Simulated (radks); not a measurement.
Results of a calculation; reference values are marked as such.
Question: These are the eigenvalues of the occupied orbitals of an atom or ion with whole-number occupations (hartree). Level of theory: scalar-relativistic Kohn-Sham, BLYP, spin-unpolarised, spherical densities, point nucleus (a radial shooting solver on a logarithmic mesh with Libxc functionals).

1s: -259.5274
2s: -32.39952
2p: -27.94797
3s: -5.59315
3p: -4.32818
3d: -2.32751

Which element is it, and in what charge state? The configuration may be excited.

Answer: Z = 26, iron, charge +4: Fe4+ in [Ar] 3d4. The list shows which subshells hold electrons but not how many an open one holds; the 1s level, -259.53 hartree, gives Z - s = 22.8 by -(Z - s)^2/2, which with screening and relativity narrows Z to a few neighbours, and the depths of the outer levels then fix element, charge and occupations together.
